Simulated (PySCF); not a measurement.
C2H7BO2. Atoms are numbered in the order given.

```xyz
12

B      0.0016     0.5943     0.0000
C      0.7721    -0.7855     0.0000
C     -0.1113    -2.0264     0.0000
H      1.4506    -0.7969     0.8744
H      1.4506    -0.7969    -0.8744
H     -0.7685    -2.0456    -0.8825
H     -0.7685    -2.0456     0.8825
H      0.4785    -2.9562     0.0000
O     -1.3573     0.6084     0.0000
H     -1.6969     1.5106     0.0000
O      0.6425     1.8051     0.0000
H      1.5998     1.7225     0.0000
```

Geometry: PBE0-D3(BJ)/def2-SVP. The values are those of a single conformer.

These are TDA-ωB97X/def2-SVPD in PySCF values and carry that method's errors.

Vertical excitations. Gas-phase values at a fixed geometry. State labels are in the subgroup Cs.

```
state  symmetry  energy (eV)  λ (nm)      f                                                                 main pairs
-----  --------  -----------  ------  -----  -------------------------------------------------------------------------
S1           A'         8.47     146  0.034                                                             HOMO→LUMO 84 %
S2           A"         8.58     145  0.000                                         HOMO−1→LUMO 69 %, HOMO−2→LUMO 13 %
S3           A"         8.92     139  0.005                                                           HOMO→LUMO+3 88 %
S4           A"         9.23     134  0.011  HOMO−2→LUMO 43 %, HOMO−1→LUMO+1 16 %, HOMO−1→LUMO+2 10 %, HOMO−5→LUMO 7 %
S5           A'         9.37     132  0.022                                         HOMO→LUMO+1 55 %, HOMO→LUMO+2 23 %
S6           A"         9.54     130  0.021  HOMO−1→LUMO+1 37 %, HOMO−2→LUMO+2 17 %, HOMO−2→LUMO 15 %, HOMO−5→LUMO 8 %
S7           A'         9.92     125  0.018     HOMO−4→LUMO 41 %, HOMO−1→LUMO+3 18 %, HOMO−3→LUMO 7 %, HOMO→LUMO+1 7 %
S8           A'         9.96     124  0.130     HOMO→LUMO+2 19 %, HOMO−4→LUMO 19 %, HOMO−3→LUMO 19 %, HOMO→LUMO+1 15 %
S9           A'        10.09     123  0.022                      HOMO−1→LUMO+3 38 %, HOMO−3→LUMO 27 %, HOMO→LUMO+2 6 %
S10          A'        10.21     121  0.055    HOMO→LUMO+2 29 %, HOMO−1→LUMO+3 21 %, HOMO−3→LUMO 16 %, HOMO→LUMO+1 5 %
T1           A"         8.18     152      0                                                           HOMO→LUMO+3 90 %
T2           A'         8.29     149      0                                                             HOMO→LUMO 80 %
T3           A"         8.38     148      0                                         HOMO−1→LUMO 65 %, HOMO−2→LUMO 13 %
T4           A'         8.66     143      0                                     HOMO−1→LUMO+3 64 %, HOMO−2→LUMO+3 27 %
```
Triplets are in the Tamm–Dancoff approximation.
